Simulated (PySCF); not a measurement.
Species: C₃H₇I.
Atom-mapped SMILES: `[CH3:1][CH2:2][CH2:3][I:4]` (hydrogens: H5, H6, H7 on C1; H8, H9 on C2; H10, H11 on C3)

Method: PySCF, PBE0-D3(BJ)/def2-SVP geometry optimisation, gas phase, def2 core potentials past Kr; density fitting, grid level 1; the optimiser is geomeTRIC in internal coordinates, started from a GFN2-xTB structure with every atom displaced at random (about 0.01 Å).

Step 0: E = -11320.5152 eV
```
atom  x, y, z in Å  |  force x, y, z in eV/Å
C1     -1.1201    0.5869    0.1226   -0.970   0.732  -0.330
C2     -0.2561   -0.6223    0.0107    0.726   0.850   0.477
C3      1.1664   -0.2810   -0.3359    0.320  -0.534   0.840
I4      2.2279    0.7927    1.2597   -0.165  -0.149  -0.255
H5     -2.1711    0.3132    0.3079    0.023   0.020   0.091
H6     -1.1230    1.1868   -0.8114    0.085  -0.162   0.162
H7     -0.7981    1.2576    0.9275    0.060   0.036   0.157
H8     -0.2719   -1.1767    0.9425   -0.056  -0.458   0.454
H9     -0.6280   -1.2649   -0.7626   -0.343  -0.778  -0.823
H10     1.2446    0.3616   -1.1924    0.100   0.538  -0.708
H11     1.7675   -1.1797   -0.4843    0.221  -0.096  -0.066
```

**Question.** Estimate the geometry and energy of step 1. (The exact step hangs on the optimiser's Hessian estimate; all steps are aligned on step 0, rigid shifts and turns removed.)

**Answer.** E = -11320.5870 eV, largest force 0.247 eV/Å
```
atom  x, y, z in Å  |  force x, y, z in eV/Å
C1     -1.1539    0.6121    0.1286    0.148  -0.023   0.014
C2     -0.2473   -0.6015    0.0115   -0.141  -0.182  -0.088
C3      1.1937   -0.2979   -0.3247    0.061   0.208  -0.117
I4      2.2286    0.8024    1.2363    0.005  -0.020  -0.005
H5     -2.1878    0.3125    0.3402   -0.086  -0.027   0.018
H6     -1.1549    1.1945   -0.8046   -0.009   0.049  -0.035
H7     -0.8198    1.2767    0.9403   -0.016   0.007  -0.006
H8     -0.2875   -1.2029    0.9362   -0.012   0.014  -0.037
H9     -0.6223   -1.2638   -0.7999    0.082   0.104   0.149
H10     1.2924    0.3451   -1.2156   -0.020  -0.116   0.100
H11     1.7970   -1.2029   -0.4640   -0.011  -0.013   0.007
```

The energy changes by -0.0718 eV. The first-order estimate −F·Δx gives -0.1639 eV and the mean of the old and new forces, exact on a quadratic surface, -0.0734 eV. The step makes an angle of 60° with the force vector and moves no atom by more than 0.056 Å.

The cost below is that of the whole optimisation. Time: 32 s of wall time; peak memory 0.43 GiB. Hardware: one thread of an Arm Neoverse N1, no GPU, shared host with 64 logical CPUs at a one-minute load of 59.
